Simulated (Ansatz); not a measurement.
Compare A (`O=C[SiH2][SiH2][SiH3]`) with its isomer B (`OC[SiH]1[SiH2][SiH2]1`).

Program: Ansatz. Geometries: PBE0-D4/def2-TZVP. ΔE: electronic, gas phase. CCSD(T)/CBS is the MP2 limit (def2-TZVPP, def2-QZVPP) plus CCSD(T) − MP2 in def2-TZVPP, frozen cores. DFT in def2-TZVPP. B3LYP here is the variant with VWN-RPA as its local correlation; programs differ in this. Each species was taken in one conformer, which may not be the lowest.

Problem. Which is lower in electronic energy at CCSD(T)/CBS, and by how much? (An estimate is asked.)

Solution. Computed: A, by 9.9 kcal/mol.

Problem. Give E(B) − E(A) in kcal/mol with MP2/def2-TZVPP, CCSD/def2-TZVPP, r2SCAN-D4, B3LYP, B3LYP-D4, CCSD(T)/def2-TZVPP, ωB97M-V. (Best estimate.)

Solution. The calculation gave: MP2/def2-TZVPP 9.8, CCSD/def2-TZVPP 12.3, r2SCAN-D4 8.0, B3LYP 13.6, B3LYP-D4 13.9, CCSD(T)/def2-TZVPP 11.7, ωB97M-V 10.8. None reverses the order clearly.

Largest T1 diagnostic: 0.016.

In def2-TZVPP, CCSD(T) changes the Hartree–Fock value by −8.5 kcal/mol (the triples alone add −0.6 kcal/mol) and MP2 by −10.4 kcal/mol. From PBE to PBE0 (25 % exact exchange), in def2-TZVPP and without D4, E(B) − E(A) moves by −1.5 kcal/mol.
